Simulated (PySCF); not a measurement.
The vertical singlet excitations below were computed for one of the candidates. Theory: TDDFT CAM-B3LYP/def2-SVPD, vertical, gas phase, core orbitals frozen in the response in PySCF 2.14.0, density-fitted response routines. Geometries: GFN2-xTB, one conformer each.

| state | E (eV) | f |
| --- | --- | --- |
| S1 | 5.60 | 0.0023 |
| S2 | 6.27 | 0.018 |
| S3 | 6.47 | 0.038 |
| S4 | 6.59 | 0.0035 |
| S5 | 6.86 | 0.015 |
| S6 | 6.94 | 0.023 |
| S7 | 7.13 | 0.024 |
| S8 | 7.30 | 0.028 |

Triplets computed (Tamm–Dancoff): 5.23, 5.96, 6.08 eV.

Orbital energies (eV): HOMO-3 -10.10, HOMO-2 -9.53, HOMO-1 -8.59, HOMO -7.99, LUMO 0.94, LUMO+1 1.12, LUMO+2 1.40.

Question: Which structure fits? All have the formula C3H11NSSi2.
A. `C=CC[Si@H](S)N[SiH3]`
B. `C=C([SiH2][SiH2]N)SC`
C. `CS[Si@@H]1CC[SiH2]N1`

Answer: C. Its S1 lies at 5.60 eV; the nearest of the others has S1 at 5.34 eV. S1 is HOMO→LUMO (60%), HOMO→LUMO+1 (11%), HOMO→LUMO+2 (11%). Löwdin shares by element: HOMO sulfur 69%, carbon 10% or more, nitrogen 8%, silicon 6% or more; LUMO sulfur 27%, carbon 11% or more, silicon 9% or more, hydrogen 9% or more (atoms not listed hold the other 44%). At the same level the other candidates give, for their lowest levels:
- `C=C([SiH2][SiH2]N)SC`: 5.34 eV (f 0.093); 5.57 eV (f 0.002); 5.69 eV (f 0.071); 5.85 eV (f 0.004); 5.91 eV (f 0.008); T1 3.67 eV; HOMO -7.47, LUMO 0.48 eV
- `C=CC[Si@H](S)N[SiH3]`: 6.32 eV (f 0.008); 6.35 eV (f 0.011); 6.56 eV (f 0.037); 6.72 eV (f 0.143); 6.87 eV (f 0.043); T1 4.33 eV; HOMO -8.48, LUMO 0.78 eV
